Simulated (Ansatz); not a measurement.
Input and output for C$_{5}$H$_{3}$AlF$_{6}$O$_{4}$ (`[OH][Al-]1([OH])[O]C(C(F)(F)F)=CC(C(F)(F)F)=[O+]1`).

```yaml
crystal:
  periodic: [false, false, false]
  atoms:
    - {symbol: O, position_ang: [-1.199577, -1.444400, 2.466420]}
    - {symbol: Al, position_ang: [0.168127, -0.602170, 1.939237]}
    - {symbol: O, position_ang: [1.474893, -0.341621, 2.977213]}
    - {symbol: O, position_ang: [-0.417731, 0.950407, 1.141980]}
    - {symbol: C, position_ang: [-0.551107, 1.164829, -0.090473]}
    - {symbol: C, position_ang: [-1.168921, 2.531271, -0.416508]}
    - {symbol: F, position_ang: [-0.367981, 3.498075, 0.024677]}
    - {symbol: F, position_ang: [-1.341781, 2.698044, -1.725890]}
    - {symbol: F, position_ang: [-2.347662, 2.652166, 0.180558]}
    - {symbol: C, position_ang: [-0.178216, 0.311818, -1.120794]}
    - {symbol: C, position_ang: [0.436683, -0.895797, -0.817751]}
    - {symbol: C, position_ang: [0.915732, -1.813832, -1.950395]}
    - {symbol: F, position_ang: [2.240155, -1.932375, -1.896462]}
    - {symbol: F, position_ang: [0.588360, -1.335628, -3.148877]}
    - {symbol: F, position_ang: [0.376790, -3.019043, -1.818584]}
    - {symbol: O, position_ang: [0.681054, -1.341419, 0.333057]}
    - {symbol: H, position_ang: [-1.295898, -1.799539, 3.346599]}
    - {symbol: H, position_ang: [2.285575, 0.118400, 2.779510]}
    - {symbol: H, position_ang: [-0.340294, 0.596313, -2.147018]}
basis:
  gaussian: {orbitals: cc-pVDZ}
magnetization: {spin_polarized: true, initial_magnetization: 0}
hamiltonian: {xc: {name: r2SCANh}}
accuracy: high
output: {forces: true}
```

```sh
$ ansatz run in.yaml --threads 11 --pin off --events-out ev --progress --plain --max-ram 166912MiB --backend cpu
```

Shortened log:

```
Functional definition: r2SCANh
5644 factors; integrals over basis functions are off by at most 3.0e-8 eV
mean field evaluation 1: about -36294.5767 eV, gradient 7.0e1 eV
mean field evaluation 2: about -36234.1313 eV, gradient 1.3e2 eV
mean field evaluation 4: about -36310.9640 eV, gradient 6.1e0 eV
mean field evaluation 8: about -36311.1528 eV, gradient 4.8e-1 eV
mean field evaluation 16: about -36311.4248 eV, gradient 4.7e-4 eV
mean field -36311.42484720 eV, -1334.4202503669 hartree, gradient 3.3e-8 eV, S^2 0.000000; 0 other end points of the search recorded, 0 dependent functions left out
reference -36311.42485091 eV, -1334.4202505031 hartree; 66, 66 occupied and 177, 177 virtual orbitals, 5644 factors
Total energy: -36311.42485091 eV, -1334.4202505031 hartree
Atom 0 at    -1.199577    -1.444400     2.466420 Å, force    -0.633521    -0.301798    -0.007484 eV/Å
Atom 1 at     0.168127    -0.602170     1.939237 Å, force     0.070073     0.001638     0.090823 eV/Å
Atom 2 at     1.474893    -0.341621     2.977213 Å, force     0.432938     0.014084     0.547176 eV/Å
Atom 3 at    -0.417731     0.950407     1.141980 Å, force    -0.099485     0.340831     0.431548 eV/Å
Atom 4 at    -0.551107     1.164829    -0.090473 Å, force    -0.229104     0.442053    -0.472987 eV/Å
Atom 5 at    -1.168921     2.531271    -0.416508 Å, force     0.161272    -0.357023     0.113203 eV/Å
Atom 6 at    -0.367981     3.498075     0.024677 Å, force     0.189018     0.221411     0.126787 eV/Å
Atom 7 at    -1.341781     2.698044    -1.725890 Å, force    -0.034080     0.022047    -0.379455 eV/Å
Atom 8 at    -2.347662     2.652166     0.180558 Å, force    -0.275457     0.025374     0.167752 eV/Å
Atom 9 at    -0.178216     0.311818    -1.120794 Å, force    -0.024868     0.026577    -0.109428 eV/Å
Atom 10 at     0.436683    -0.895797    -0.817751 Å, force     0.048167    -0.123103    -0.674110 eV/Å
Atom 11 at     0.915732    -1.813832    -1.950395 Å, force    -0.119889     0.223764     0.318366 eV/Å
Atom 12 at     2.240155    -1.932375    -1.896462 Å, force     0.312099    -0.035922     0.034800 eV/Å
Atom 13 at     0.588360    -1.335628    -3.148877 Å, force    -0.102088     0.162785    -0.328869 eV/Å
Atom 14 at     0.376790    -3.019043    -1.818584 Å, force    -0.120721    -0.295890     0.055145 eV/Å
Atom 15 at     0.681054    -1.341419     0.333057 Å, force     0.282454    -0.458760     0.150849 eV/Å
Atom 16 at    -1.295898    -1.799539     3.346599 Å, force    -0.039789    -0.104823     0.243806 eV/Å
Atom 17 at     2.285575     0.118400     2.779510 Å, force     0.224564     0.121397    -0.037962 eV/Å
Atom 18 at    -0.340294     0.596313    -2.147018 Å, force    -0.041582     0.075358    -0.269959 eV/Å
Dipole moment:     0.182958     0.205353    -0.330703 e Å
```

Run time 26 s (11 threads of an AMD EPYC 7R13 on a shared host); peak host memory 3.8 GiB.
